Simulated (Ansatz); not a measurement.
H6NNaSi2. Charge 0, multiplicity 1. The bonds changed during the relaxation, so this is another structure than the one it started from.

```xyz
10

Na   -1.9130    0.2223    1.6795
N    -0.3200   -0.0950    0.2683
Si    0.2107   -1.5679   -0.3420
Si    0.1543    1.4875    0.0179
H    -0.6064   -2.6830    0.2513
H     0.0802   -1.7266   -1.8279
H     1.6372   -1.9108   -0.0296
H    -0.7596    2.3445    0.8952
H    -0.0214    2.0556   -1.3576
H     1.5378    1.8735    0.4449
```

List the harmonic frequencies (cm⁻¹, unscaled) at PBE0-D4/def2-TZVP in Ansatz. (Best estimate.)

Computed: 71, 76, 100, 129, 169, 367, 642, 687, 722, 728, 795, 929, 947, 961, 969, 985, 1029, 1166, 1977, 2110, 2130, 2139, 2146, 2164.

Is this a minimum?

Yes, all 24 modes are real.

Give the ideal-gas thermochemistry at 298.15 K and 1 bar (rigid rotor, harmonic oscillator; point group Cs, symmetry number 1).

Zero-point energy 144.4 kJ/mol; H(298) − E = 166.8 kJ/mol; entropy 364.9 J/(mol·K), of which translation 166.2, rotation 114.0, vibration 84.6; G(298) − E = 58.0 kJ/mol. Modes under 100 cm⁻¹ are hindered rotations or soft bends, so the harmonic entropy is rough.
